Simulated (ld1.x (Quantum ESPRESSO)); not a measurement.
The numbers below are computed, except where a source is named.
Potentials for He compared

Generated with ld1.x 7.5 (TM, RRKJ, ultrasoft, PAW), atompaw 4.2 or ONCVPSP 4.0.1. The cutoff is in Ry: for ld1.x and atompaw files where the sum of valence levels is converged to 10 mRy in a Bessel basis, for ONCV files where the hardest occupied wave has 1 mHa per electron of residual kinetic energy. The error is the largest all-electron minus pseudo excitation energy over each file’s own four to seven test configurations (ionisations up to +4, promotions, holes and added fractions of an electron), all of which were solved. The labels leave out finer settings (local radius, basis sizes, second energies), which also bear on the numbers. Spin-polarised tests are not counted. The rows are a selection from randomly drawn settings: files with unsolved tests, undetermined cutoffs or missed reference levels are left out.

```tsv
potential	cutoff (Ry)	largest error (meV)	bound ghosts
TM, Wu–Cohen, scalar-relativistic, rc 0.65/0.55 (sp), local s, core correction no, reference 1s2	120	+7.5	none
TM, PBE, scalar-relativistic, rc 0.45/0.30 (sp), local p, core correction no, reference 1s1.5	180	+0.7	none
ultrasoft, PBE, non-relativistic, rc 0.35/0.40 (sp), local smoothed, core correction no, reference 1s2	200	0.0	none
TM, LDA (PZ), scalar-relativistic, rc 0.45/0.40 (sp), local smoothed, core correction no, reference 1s1	180	+2.4	none
TM, LDA (PZ), scalar-relativistic, rc 0.60/0.60 (sp), local p, core correction no, reference 1s2	140	+5.3	none
TM, PBEsol, non-relativistic, rc 0.65/0.55 (sp), local smoothed, core correction no, reference 1s2	120	+8.6	none
TM, LDA (PZ), scalar-relativistic, rc 0.80/0.75 (sp), local s, core correction no, reference 1s1	80	+15	none
```

(1) Fill in the row for He: ultrasoft, PBE, scalar-relativistic, rc 0.55 (s), local smoothed, core correction no, reference 1s2.

(2) Fill in the row for He: PAW, PBEsol, non-relativistic, rc 0.65/0.70 (sp), local smoothed, core correction no, reference 1s2.

## Answers

(1) cutoff 110 Ry, largest error -5.8 meV, bound ghosts: none.

(2) cutoff 80 Ry, largest error -0.1 meV, bound ghosts: none.
